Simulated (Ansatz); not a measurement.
Computed with Ansatz.

Basis-set series for Cl2GeH3In (`[Cl][In]([Cl])[GeH3]`). Total charge 0; spin multiplicity 1. In takes the def2 core potential. The geometry is a stationary point of PBE0-D4/def2-TZVP.

| functional | basis | functions | energy (Eh) | HOMO (eV) | LUMO (eV) |
| --- | --- | --- | --- | --- | --- |
| PBE0-D4 | def2-SVP | 109 | -3188.34110 | -8.17 | -1.96 |
| PBE0-D4 | def2-QZVPP | 401 | -3189.00246 | -8.27 | -2.09 |
| ωB97M-V | def2-SVP | 109 | -3188.68235 | -10.13 | -0.26 |
| ωB97M-V | def2-QZVPP | 401 | -3189.33804 | -10.27 | -0.50 |

(1) Give the rows for def2-TZVPP. (Estimate.)

Answers

(1) The calculation gave: 
```csv
functional,basis,functions,energy (Eh),HOMO (eV),LUMO (eV)
PBE0-D4,def2-TZVPP,224,-3188.92886,-8.26,-2.07
ωB97M-V,def2-TZVPP,224,-3189.26666,-10.26,-0.45
```

Scalar relativity is left out up to krypton.
